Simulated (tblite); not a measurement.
Run record: tight-binding relaxation, `Cc1nn(C)c(c1C)Cl`.

Computed with GFN2-xTB geometry optimisation, gas phase (tblite 0.8.0). Start geometry: from a force field or distance geometry. The command runs a driver script over a list of jobs; the input below is this job's line of settings and its coordinates in Å.

Command:
```bash
OMP_NUM_THREADS=1 python probes_run.py task.json out
```

Input:
```
{"job": {"kind": "relax", "xc": "GFN2-xTB", "basis": "xTB"}, "charge": 0, "multiplicity": 1}
C     -1.699800    -1.790600     0.121200
C     -0.572700    -0.826700     0.068000
N      0.738800    -1.163800     0.179900
N      1.492800    -0.072800     0.092000
C      2.918100    -0.085900     0.178900
C      0.687700     0.990100    -0.054500
Cl     1.215900     2.675400    -0.206900
C     -0.627100     0.548300    -0.066000
C     -1.858000     1.363300    -0.216600
H     -2.396200    -1.603200     0.954700
H     -1.301800    -2.817600     0.185400
H     -2.242700    -1.720800    -0.868800
H      3.340700     0.670500    -0.541800
H      3.370200    -1.063500    -0.108400
H      3.341800     0.162100     1.172100
H     -2.321700     1.632900     0.750300
H     -2.568800     0.821400    -0.898800
H     -1.526000     2.287100    -0.752200
```

Output:
```
step      E/eV     max force
  0    -757.33111    2.177
  1    -757.53513    0.735
  2    -757.59231    0.503
  3    -757.62827    0.467
  4    -757.66002    0.266
  5    -757.67036    0.236
  6    -757.67970    0.193
  7    -757.68690    0.191
  8    -757.69142    0.165
  9    -757.69429    0.112
... (70 lines left out)
 80    -757.71912    0.022
 81    -757.71919    0.020
 82    -757.71924    0.018
 83    -757.71929    0.019
 84    -757.71934    0.020
 85    -757.71939    0.017
 86    -757.71943    0.015
 87    -757.71947    0.014
 88    -757.71949    0.011
 89    -757.71951    0.009
```

«max force» is the largest atomic force in eV/Å.

Task: From which step on does the largest force stay under 0.1 eV/Å, and how much energy is left to gain from there?

Result: From step 61 (0.072 eV/Å), 3.6 meV above the end.

Main results: energy lowered by 9.0 kcal/mol over 89 steps; largest atomic force 0.009 eV/Å at the end.

Task: Where do the atoms end?

Result: 0.252 Å rms from the input after alignment:
```
atom  x, y, z in Å
C1    -1.6274   -1.8009    0.0918
C2    -0.5197   -0.8116    0.0509
N3     0.7493   -1.1725    0.1449
N4     1.4762   -0.0593    0.0720
C5     2.9071   -0.0927    0.1453
C6     0.6758    1.0220   -0.0690
Cl7    1.3273    2.5982   -0.1835
C8    -0.6340    0.5888   -0.0894
C9    -1.8742    1.3988   -0.2193
H10   -2.3044   -1.5781    0.9153
H11   -1.2174   -2.7974    0.2227
H12   -2.1992   -1.7658   -0.8346
H13    3.3484    0.2808   -0.7808
H14    3.1987   -1.1287    0.2992
H15    3.2610    0.5194    0.9768
H16   -2.5013    1.2754    0.6632
H17   -2.4487    1.0788   -1.0876
H18   -1.6262    2.4512   -0.3293
```
Labels such as C1 count atoms from 1, the log's own numbers from 0.
